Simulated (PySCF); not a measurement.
Species: C9H8O.
Geometry (PBE0-D3(BJ)/def2-SVP, Å), atoms numbered from 1 in this order:
```
atom  x, y, z in Å
C1     3.5785   -0.7883    0.0087
C2     2.2462   -0.8760    0.0553
C3     1.4117    0.3457   -0.1281
O4     1.9341    1.4282   -0.3123
C5    -0.0798    0.2260   -0.0851
C6    -0.8225    1.3992   -0.2823
C7    -2.2109    1.3716   -0.2581
C8    -2.8803    0.1666   -0.0346
C9    -2.1538   -1.0057    0.1638
C10   -0.7610   -0.9777    0.1384
H11    4.2201   -1.6629    0.1373
H12    4.0458    0.1860   -0.1633
H13    1.7635   -1.8400    0.2246
H14   -0.2710    2.3257   -0.4539
H15   -2.7785    2.2920   -0.4137
H16   -3.9726    0.1421   -0.0148
H17   -2.6743   -1.9499    0.3396
H18   -0.2140   -1.9080    0.2963
```

Computed with PySCF at wB97X-D/def2-SVPD, non-relativistic, on one gas-phase PBE0-D3(BJ)/def2-SVP geometry that isn't relaxed in the solvent. The solvent is an IEF-PCM continuum (Bondi radii, 1.10 Å for H, scaled by 1.2), and excitations are vertical TDDFT with non-equilibrium linear response and a frozen core. Only the electrostatic response of the medium enters.

Gas-phase singlets (H = HOMO, L = LUMO):

| state | E (eV) | λ (nm) | f | leading configurations |
| --- | --- | --- | --- | --- |
| S1 | 3.602 | 344 | 0.000 | H-2→L 90% |
| S2 | 4.895 | 253 | 0.013 | H-1→L 48%, H→L 28% |
| S3 | 5.132 | 242 | 0.337 | H→L 62%, H-1→L 27% |
| S4 | 5.618 | 221 | 0.198 | H-3→L 91% |
| S5 | 6.342 | 195 | 0.139 | H→L+1 54%, H-1→L 18% |

How does the list change in chloroform (ε = 4.711)?

```csv
state,E (eV),λ (nm),f,leading configurations,change by rank (eV)
S1,3.705,335,0.000,H-2→L 95%,+0.103
S2,4.815,258,0.023,"H-1→L 42%, H→L 39%",-0.080
S3,4.973,249,0.512,"H→L 50%, H-1→L 43%",-0.159
S4,5.466,227,0.182,H-3→L 90%,-0.152
S5,6.271,198,0.200,"H→L+1 57%, H-1→L+2 14%",-0.071
```

What are the lowest 5 singlets in acetone (ε = 20.49)?

| state | E (eV) | λ (nm) | f | leading configurations | change by rank (eV) |
| --- | --- | --- | --- | --- | --- |
| S1 | 3.742 | 331 | 0.000 | H-2→L 95% | +0.140 |
| S2 | 4.797 | 258 | 0.023 | H→L 44%, H-1→L 38% | -0.098 |
| S3 | 4.965 | 250 | 0.503 | H-1→L 48%, H→L 44% | -0.167 |
| S4 | 5.464 | 227 | 0.170 | H-3→L 91% | -0.154 |
| S5 | 6.281 | 197 | 0.179 | H→L+1 53%, H-1→L+2 15% | -0.061 |

The ground-state energy changes by -0.263 eV from gas to acetone. By how much does the total energy of gas-phase S4 change?

E(S4) = E(S0) + excitation energy, so it changes by -0.263 − 0.154 = -0.417 eV: it is lowered more than the ground state, which is what a red shift means. This is the vertical state, with the slow part of the continuum still set for S0.

How do the frontier levels move from gas to acetone?

| orbital | gas (eV) | solvent (eV) | change (eV) |
| --- | --- | --- | --- |
| LUMO+2 | 1.55 | 1.60 | +0.05 |
| LUMO+1 | 1.10 | 1.17 | +0.07 |
| LUMO | -0.52 | -0.60 | -0.08 |
| HOMO | -9.35 | -9.36 | -0.01 |
| HOMO-1 | -9.46 | -9.41 | +0.05 |
| HOMO-2 | -9.46 | -9.68 | -0.22 |
| HOMO-3 | -10.05 | -10.08 | -0.03 |

The HOMO–LUMO gap goes from 8.84 to 8.76 eV. Rows go by rank; for HOMO-2, HOMO-1 and HOMO the atom shares or the degeneracy differ between the runs, so the row needn't follow one orbital.

Rough CPU time on one thread of a shared machine: about 1.8 min. This is the whole response run at wB97X-D/def2-SVPD in acetone, SCF included.

The pairwise dispersion term of wB97X-D wasn't added to the energies; at a given geometry it leaves orbitals and properties as they are.
